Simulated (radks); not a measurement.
Task: Valence configurations of Lu (all share [Xe]). Method: scalar-relativistic Kohn-Sham, r2SCAN, spin-polarised, spherical densities, finite nucleus; open shells are filled with parallel spins first (spin-orbit coupling, left out, can overturn this in heavy ions); meta-GGA in the generalised Kohn-Sham scheme; Fermi nuclear charge, rms radius 5.37 fm; computed with a radial shooting solver on a logarithmic mesh with Libxc functionals. Order these by energy: 4f13.5 5d1 6s2 6p0.5; 4f14 5d1 6s2; 4f14 5d0.5 6s2 6p0.5; 4f14 5d1 6s1 6p1; 4f13 5d2 6p2; 4f14 5d1 6p2; 4f13 5d1 6p3; 4f13 5d2 6s2; 4f14 5d1 6s1.5 6p0.5; 4f14 6s2 6p1.

Result: From the lowest, in eV above it: 4f14 5d1 6s2 0.000; 4f14 5d0.5 6s2 6p0.5 0.334; 4f14 6s2 6p1 0.814; 4f14 5d1 6s1.5 6p0.5 1.362; 4f14 5d1 6s1 6p1 2.243; 4f13.5 5d1 6s2 6p0.5 5.211; 4f14 5d1 6p2 6.038; 4f13 5d2 6s2 10.294; 4f13 5d2 6p2 16.716; 4f13 5d1 6p3 19.707. NIST lists [Xe] 4f14 5d1 6s2 as the ground configuration; this level of theory agrees among the configurations tried. The energies are those of spherical high-spin densities, not of single terms.
